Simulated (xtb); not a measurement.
C2H7GaS, SMILES [CH3][Ga]([CH3])[SH]. All values are semi-empirical tight-binding results from xtb (GFN2-xTB unless named), good for trends rather than for accurate numbers. Geometry: GFN2-xTB. One conformer was computed; it need not be the lowest.

For metal compounds this method's bond lengths and energies can be far off.

Question: Estimate the properties. (The exact figures need the calculation; the answer reports its results.)

Answer: 
The orbital gap is 3.93 eV. The zero-point energy is 47.7 kcal/mol and the G − E(el) at 298.15 K (modified RRHO) is 26.2 kcal/mol.
